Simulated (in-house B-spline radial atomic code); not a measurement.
Configurations of the palladium ion Pd³⁺, with energies counted from [Kr] 4d7. Method: scalar-relativistic (X2C) LC-wPBE, spin-polarised, spherical fractional occupations, exact exchange averaged over the configuration, Fermi nucleus of rms radius 4.5318 fm. Calculated with an all-electron radial atomic-structure program (B-spline basis). Shells without spins written out take the highest spin.

Occupations are held fixed; configurations that lie above the ionisation limit could autoionise.

```tsv
configuration	E - E(ref) (eV)	highest orbital	its <r> (bohr)
[Kr] 4d6 5d1	28.349	5d up	3.675
[Kr] 4d6 5f1	37.374	5f up	6.299
[Ar] 3d10 4s2 4p5 4d7 4f1	83.257	4f up	3.404
```

(1) Order these further configurations by energy, lowest first.
A. [Kr] 4d6 4f1
B. [Kr] 4d6 5p1
C. [Ar] 3d10 4s2 4p5 4d7 5s1
D. [Kr] 4d6 5s1

## Answers

(1) D (10.114 eV), B (18.037 eV), A (32.162 eV), C (61.097 eV).
